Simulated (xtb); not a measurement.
Input for xtb: GFN-FF on N4 (a complex), monomers drawn apart or pushed together.

```
$ xtb mol.xyz --gfnff --sp --chrg 0 --uhf 0
4

N     -0.38463901    -0.10116271    -0.56541468
N      0.45101972     0.14816541     0.08987410
N     -0.42485610    -0.19770445     2.97392898
N      0.36997077     0.15884137     3.63047096
```

Program output:

```
[...]
           -------------------------------------------------
          |                Calculation Setup                |
           -------------------------------------------------



molecular fragmentation (1/2 indicates fragments):
1122
# atoms in fragment 1/2:     2     2
 fragment masses (1/2) :       28.01       28.01
CMA distance (Bohr)    :   6.691
constraining FC (au)   :  0.0500

          ==================== Thresholds ====================
          CN  :   150.00000
          rep :   500.00000
          disp:  2500.00000
          HB1 :   250.00000
          HB2 :   450.00000

          Pauling EN used:
          Z : 7  EN :  3.04
          electric field strengths (au): 0.000

           -------------------------------------------------
          |           Force Field Initialization            |
           -------------------------------------------------

          distances ...
          ----------------------------------------
          generating topology and atomic info file ...
          pair mat ...
          computing topology distances matrix with Floyd-Warshall algo ...
          making topology EEQ charges ...
          #fragments for EEQ constrain: 2
          ----------------------------------------
          generating topology and atomic info file ...
          pair mat ...
          computing topology distances matrix with Floyd-Warshall algo ...
          making topology EEQ charges ...
          rings ...
          # BATM   0
          # H in HB   0
          doing iterative Hueckel for 2 subsystem(s) ...

  atom   neighbors  erfCN metchar sp-hybrid imet pi  qest     coordinates
    1  N       1    0.98   0.00         1    0    1   0.000   -0.726862   -0.191170   -1.068479
    2  N       1    0.98   0.00         1    0    1   0.000    0.852304    0.279992    0.169837
    3  N       1    0.98   0.00         1    0    1   0.000   -0.802862   -0.373607    5.619911
    4  N       1    0.98   0.00         1    0    1   0.000    0.699143    0.300167    6.860596

          #atoms :   4
          #bonds :   2
          #angl  :   0
          #tors  :   0
          #nmol  :   2
          #optfrag :   2
           -------------------------------------------------
          |                   G F N - F F                   |
          |          A general generic force-field          |
          |                  Version 1.0.3                  |
           -------------------------------------------------
          Number of HB bonds (bound hydrogen)     0
          Number of HB bonds (unbound hydrogen)   0
          Number of XB bonds                      0

 E+G (total)                   0 d,  0 h,  0 min,  0.000 sec
 distance/D3 list               ...        0 min,  0.000 sec (  0.552%)
 non bonded repulsion           ...        0 min,  0.000 sec ( 41.902%)
 dCN                            ...        0 min,  0.000 sec (  2.118%)
 EEQ energy and q               ...        0 min,  0.000 sec ( 16.895%)
 D3                             ...        0 min,  0.000 sec (  9.963%)
 EEQ gradient                   ...        0 min,  0.000 sec (  3.219%)
 bonds                          ...        0 min,  0.000 sec (  4.825%)
 bend and torsion               ...        0 min,  0.000 sec (  0.576%)
 bonded ATM                     ...        0 min,  0.000 sec (  0.285%)
 HB/XB (incl list setup)        ...        0 min,  0.000 sec (  8.631%)

         :::::::::::::::::::::::::::::::::::::::::::::::::::::
         ::                     SUMMARY                     ::
         :::::::::::::::::::::::::::::::::::::::::::::::::::::
         :: total energy              -0.886247684839 Eh    ::
         :: gradient norm              0.113083804634 Eh/a0 ::
Note: The following floating-point exceptions are signalling: IEEE_DENORMAL
normal termination of xtb
         ::.................................................::
         :: bond energy               -0.954158067118 Eh    ::
         :: angle energy               0.000000000000 Eh    ::
         :: torsion energy             0.000000000000 Eh    ::
         :: repulsion energy           0.068826459144 Eh    ::
         :: electrostat energy        -0.000000000000 Eh    ::
         :: dispersion energy         -0.000916076865 Eh    ::
         :: HB energy                  0.000000000000 Eh    ::
         :: XB energy                  0.000000000000 Eh    ::
         :: bonded atm energy          0.000000000000 Eh    ::
         :: external energy            0.000000000000 Eh    ::
         :: add. restraining           0.000000000000 Eh    ::
         :: total charge               0.000000000000 e     ::
         :::::::::::::::::::::::::::::::::::::::::::::::::::::

           -------------------------------------------------
          |                Property Printout                |
           -------------------------------------------------

molecular dipole:
                 x           y           z       tot (Debye)
 q only:        0.000      -0.000      -0.000       0.000

           -------------------------------------------------
          | TOTAL ENERGY               -0.886247684839 Eh   |
          | GRADIENT NORM               0.113083804634 Eh/α |
           -------------------------------------------------
########################################################################
[WARNING] Runtime exception occurred
-1- gfnff_setup: Could not read topology file.
########################################################################

------------------------------------------------------------------------
------------------------------------------------------------------------
 total:
 SCF:
```

The run finished.

Cost: about 0.03 core-seconds (a rough figure).
